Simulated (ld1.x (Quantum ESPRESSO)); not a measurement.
u(r) = r·R(r): atom against pseudo-atom (silicon (Si))

Columns: radius, all-electron u(r) and pseudo u(r) of the 3p shell (level -4.17 eV) of silicon in the configuration [Ne] 3s2 3p2; LDA (PZ), scalar-relativistic, TM semilocal scheme, ld1.x (Quantum ESPRESSO) 7.5.

```tsv
r (bohr)	all-electron	pseudo
0.118	0.1278	-0.0053
0.235	0.2421	-0.0210
0.353	0.2595	-0.0466
0.470	0.2068	-0.0810
0.588	0.1160	-0.1234
0.705	0.0112	-0.1718
0.822	-0.0951	-0.2248
0.940	-0.1962	-0.2809
1.058	-0.2870	-0.3376
1.175	-0.3654	-0.3924
1.292	-0.4318	-0.4439
1.410	-0.4869	-0.4907
1.528	-0.5310	-0.5309
1.645	-0.5646	-0.5634
1.763	-0.5893	-0.5883
1.880	-0.6060	-0.6054
1.998	-0.6159	-0.6157
2.115	-0.6198	-0.6198
2.232	-0.6188	-0.6188
2.350	-0.6135	-0.6135
2.468	-0.6048	-0.6048
2.585	-0.5933	-0.5933
2.702	-0.5796	-0.5796
2.820	-0.5641	-0.5641
2.938	-0.5471	-0.5471
3.055	-0.5293	-0.5293
```

(1) How many radial nodes do the two functions have?

(2) At about which radius was the pseudo-wave matched?

(3) Where does each function peak?

(4) Is the pseudo-wave norm-conserving?

Results:

(1) The all-electron 3p function has n − l − 1 = 1; the pseudo-wave has 0, since the states of the same l below it are removed with the core.

(2) 2.35 bohr. The columns agree to 0.0005 from 2.00 bohr on; several derivatives are matched, so the curves merge somewhat inside the radius.

(3) Outermost all-electron maximum near 2.12 bohr, pseudo maximum near 2.12 bohr (to the table’s step).

(4) Yes: the TM semilocal scheme keeps the norm inside the radius equal to the all-electron one, which fixes the energy derivative of the logarithmic derivative at the level.
